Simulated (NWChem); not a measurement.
Total energies of hydrogen selenide (H₂Se)

```xyz
3

Se     0.0000     0.0000    -0.0571
H      1.0502     0.0000     0.9703
H     -1.0502     0.0000     0.9703
```
Charge 0, spin multiplicity 1.

The numbers come from NWChem runs, not from measurements. All single points use one geometry, from PBE0/def2-SVP, a minimum by its harmonic frequencies.

Basis set: 3-21G (26 functions).

| method | total energy (Ha) |
|---|---|
| RHF | -2389.61229 |
| MP2 | -2389.66621 |
| B2PLYP | -2390.89267 |
| PBE | -2390.97188 |
| B3LYP | -2391.38170 |
| M06-2X | -2391.42319 |
| CCSD(T) | -2389.68296 |

Total energies of different functionals aren't comparable as a measure of quality: only differences taken within one method are. 

The Hamiltonian is non-relativistic. The correlated methods keep 9 core orbitals frozen. B3LYP has NWChem's definition, with VWN1-RPA local correlation. No row is a measurement; the coupled-cluster row has its own basis-set and correlation limits.
